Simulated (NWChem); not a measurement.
System: BHOBrCl; SMILES BrB(O)Cl

NWChem input:

```
start job
memory heap 200 mb stack 900 mb global 1100 mb
geometry units angstroms noautosym nocenter noautoz
  B      0.468379    -0.539782     0.000000
  Cl    -0.631843    -1.932988     0.000000
  Br    -0.238513     1.254508     0.000000
  O      1.802145    -0.693546     0.000000
  H      2.078312    -1.624440     0.000000
end
basis spherical
  * library 6-31g*
end
dft
  xc b3lyp
  iterations 150
end
property
  shielding
end
task dft property
```

Geometry: optimised at B3LYP/6-31G* (spherical d).

GIAO values for the isolated, static molecule; σ is the absolute isotropic shielding, δ = σ(reference) − σ with the isolated reference molecule computed at the same levels (11B: boron trifluoride, 1H: tetramethylsilane, 17O: water). Spin-orbit effects, on the heavy nuclei and on their neighbours, are missing.

Atoms are numbered as in the input.

### Question
Predict the main results of this run. (B3LYP/6-31G* (spherical d), GIAO.) Quantities: δ B1 (ppm); σ Cl2 (ppm); σ Br3 (ppm); δ O4 (ppm); δ H5 (ppm).

### Answer
```json
{
 "δ B1 (ppm)": "30.0",
 "σ Cl2 (ppm)": "767.8",
 "σ Br3 (ppm)": "2401.1",
 "δ O4 (ppm)": "158.7",
 "δ H5 (ppm)": "5.34"
}
```
